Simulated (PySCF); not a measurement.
# Bond length, frequency and bond energy of MgPb by level of theory

State: ³Σ⁻ (triplet), unpaired electrons π ↑↑. Set-up: PySCF, scalar-relativistic core potentials, basis sets Mg aug-cc-pVDZ, Pb aug-cc-pVDZ-PP with ECP60. De refers to Mg + Pb in their high-spin ground configurations, without counterpoise correction. The functionals are run spin-unrestricted. A positive dipole means Mg(−)Pb(+). Levels whose curve was spin-contaminated or gave no clean fit are not listed.

| Level | Re (Å) | ωe (cm⁻¹) | De (eV) | μ (D) | CPU s a point (SCF and correlation, without the integrals) |
| --- | --- | --- | --- | --- | --- |
| ROHF | 3.122 | 106 | 0.170 | -2.53 | 0.17 |
| ROHF-MP2 | 2.827 | 200 | 0.68 | n/a | 0.39 |
| ROHF-SCS-MP2 | 2.871 | 181 | 0.54 | n/a | n/a |
| PBE | 2.826 | 205 | 0.95 | -2.35 | 0.82 |
| revPBE | 2.853 | 198 | 0.82 | -2.28 | 0.59 |
| BLYP | 2.866 | 189 | 0.73 | -2.41 | 0.57 |
| PBE0 | 2.824 | 203 | 0.85 | -2.56 | 1.3 |
| MN15 | 2.823 | 201 | 0.93 | -2.75 | 1.5 |
| CAM-B3LYP | 2.849 | 185 | 0.60 | -2.73 | 1.6 |

(1) What does a quarter of exact exchange do here, going from PBE to PBE0?

(2) What does second-order correlation do here, going from ROHF to ROHF-MP2?

Correlated steps freeze 5 core orbitals. Correlated levels converge slowly with the basis: in double zeta they bind strong bonds too weakly, by up to about 1 eV, and carry superposition errors of some tenths. Spin–orbit coupling is left out, which matters for elements this heavy, above all for dissociation energies. UHF is strongly spin-contaminated for MgPb, so the ROHF reference used there is far from stable. The state is the lowest determinant that a PBE0 search found; another state may lie lower at other levels.

The whole job (state search and all levels along the bond) took about 2.6 min on 1 thread of Arm Neoverse V1 (shared host), peak memory 0.91 GiB.

## Answers

(1) PBE0 less PBE: -0.2 pm in Re, -1.0 % in ωe, -0.10 eV in De. Exact exchange removes part of the self-interaction that spreads semilocal densities, and in most molecules shortens and stiffens the bond and lowers De; here ωe goes the other way.

(2) ROHF-MP2 less ROHF: -29.5 pm in Re, +88.7 % in ωe, +0.51 eV in De. Correlation nearly always deepens the well. The bond shortens, as in weak, metallic or heavy-atom bonds, where dispersion and the correlation of outer-core electrons pull the atoms together.
